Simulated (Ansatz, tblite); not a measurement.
Isomers of Mo₃O₉⁻ (doublet), found by a short tight-binding search and relaxed with PBE-D4/def2-SVP in Ansatz.

In the def2 sets Mo takes a core potential; there is no spin–orbit coupling. The xTB rows come from tblite.

A: It holds 1 O–O bond. B: It holds 1 O–O bond.

Other spin states were run for one of them alone.

A:

```xyz
12

Mo   -0.210    2.677   -1.195
Mo   -0.921    0.436    0.327
Mo    0.478   -1.955    0.605
O     1.135   -3.100   -0.801
O    -1.126   -1.341   -0.361
O    -1.935    0.892    1.608
O    -0.374    3.998   -0.103
O     0.053   -2.800    2.012
O    -1.532    1.337   -1.289
O     1.393    2.356   -1.729
O     2.225   -2.456   -0.028
O     0.815   -0.046    0.954
```

B:

```xyz
12

Mo   -0.3461   -1.4954   -1.2452
Mo   -1.8222   -0.1404    0.7538
Mo    1.3587    1.3481    0.0892
O     3.0108    0.6164    0.7531
O    -1.8442   -1.1978    2.1026
O     1.5369    2.8026   -0.7619
O    -0.4875    1.1614    0.6973
O     2.2433    1.3226    1.7988
O     0.1169   -2.9901   -0.5453
O    -3.3808    0.3081    0.1967
O    -1.2512   -1.6549   -2.6931
O     0.8654   -0.0807   -1.1460
```

Estimate their order by electronic energy at PBE0-D4/def2-SVP, counted from the lowest.

B (0.00) < A (0.55), in eV.

Do the other levels pick the same lowest one?

All that were run do. Energies above each level's lowest (eV):

| level | A | B |
| --- | --- | --- |
| GFN1-xTB | 1.22 | 0.00 |
| GFN2-xTB | 0.83 | 0.00 |
| PBE-D4/def2-SVP | 0.46 | 0.00 |
| r2SCAN-D4/def2-SVP | 0.44 | 0.00 |
| PBE0-D4/def2-SVP | 0.55 | 0.00 |
Point groups (tolerance 0.1 Å): A not assigned, B Cs. Lower isomers may exist.
